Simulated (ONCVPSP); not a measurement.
**Before and after: ONCV potential for Pt**

* Element: platinum
* Generator: ONCVPSP 4.0.1
* Type: optimised norm-conserving Vanderbilt (ONCV)
* Functional: PBE
* Relativity: fully relativistic
* Frozen core: [Kr] 4d10 4f14
* Valence charge: 18
* Reference configuration: 5s2 5p6 5d7 (charge +3)
* Partial waves: 5s: rc 1.45 bohr, ncon 5, nbas 9, qcut 7.9 1/bohr, 2 projectors, debl 3 Ha; 5p: rc 1.15 bohr, ncon 3, nbas 6, qcut 6.6 1/bohr, 1 projector; 5d: rc 1.55 bohr, ncon 4, nbas 7, qcut 5.8 1/bohr, 3 projectors, debl 0.8 Ha; f scattering state at 0.14 Ha: rc 1.45 bohr, ncon 4, nbas 8, qcut 7.3 1/bohr, 3 projectors, debl 0.5 Ha
* Local potential: polynomial inside 1.10 bohr (lpopt 5, dvloc0 1 Ha)
* Core correction: Teter function, fcfact 4, rcfact 1.35

Open shells are filled in proportion to 2j + 1.

In the s channel the program set the typed energies aside and used -5.025, 0.050 Ha. In the d channel the program set the typed energies aside and used -1.400, 0.250, 1.050 Ha (j = l + 1/2; the other j can differ).

All-electron outer shells of the reference configuration (PBE, scalar-relativistic, ld1.x):

| shell | level (eV) | outermost node (bohr) | outermost maximum (bohr) |
| --- | --- | --- | --- |
| 4f | -105.61 | – | 0.38 |
| 5p | -90.85 | 0.53 | 0.98 |
| 5d | -38.77 | 0.57 | 1.23 |

Change: d: rc 1.2.

Cutoffs: the cutoffs (Ha) at which the residual kinetic energy of the hardest occupied pseudo-wave falls to 1 and 0.1 mHa per electron; they do not see the model core or the augmentation charge, which bear on the density cutoff. Errors are all-electron minus pseudo energies relative to the spin-unpolarised reference configuration.

Q: What does the change do?

A: Both files keep a bound ghost (d, f); of the 4 tests that both files solve, the error grows in 2 and shrinks in 1 by more than 15 % and 0.3 meV (median size 2.8 → 3.1 meV).

| quantity | base | changed |
| --- | --- | --- |
| bound ghosts | f7/2, d3/2, f5/2 | d5/2, f7/2, d3/2, f5/2 |
| GHOST(+) flags under 300 eV | s at 166.9 eV | s at 166.9 eV |
| error for 5s2 5p6 5d9 6s1, meV [ΔE -61.41 eV] | +5.1 | +3.7 |
| error for 5s2 5p6 5d9, meV [ΔE -52.20 eV] | -0.6 | -2.4 |
| error for 5s2 5p6 5d8, meV [ΔE -32.21 eV] | -0.5 | -1.4 |
| error for 5s2 5p5 5d9 6s1, meV [ΔE 1.74 eV] | -24 | -23 |
| s: phases at 1.48 bohr within 0.05 rad from the reference energy up to (Ha; the scan ends near 5) | to the end of the scan | to the end of the scan |
| p3/2: phases at 1.17 bohr within 0.05 rad from the reference energy up to (Ha; the scan ends near 5) | 0.9 | 0.9 |
| p1/2: phases at 1.17 bohr within 0.05 rad from the reference energy up to (Ha; the scan ends near 5) | 0.8 | 0.8 |
| f7/2: phases at 1.48 bohr within 0.05 rad from the reference energy up to (Ha; the scan ends near 5) | to the end of the scan | to the end of the scan |
| f5/2: phases at 1.48 bohr within 0.05 rad from the reference energy up to (Ha; the scan ends near 5) | to the end of the scan | to the end of the scan |
| rms error of d²Exc/dni dnj with the model core, mHa | 5.05 | 5.05 |

 A true bound ghost makes a file unfit for plane-wave use even where its test errors are small: the radial tests pick states by their node count and pass the ghost by.
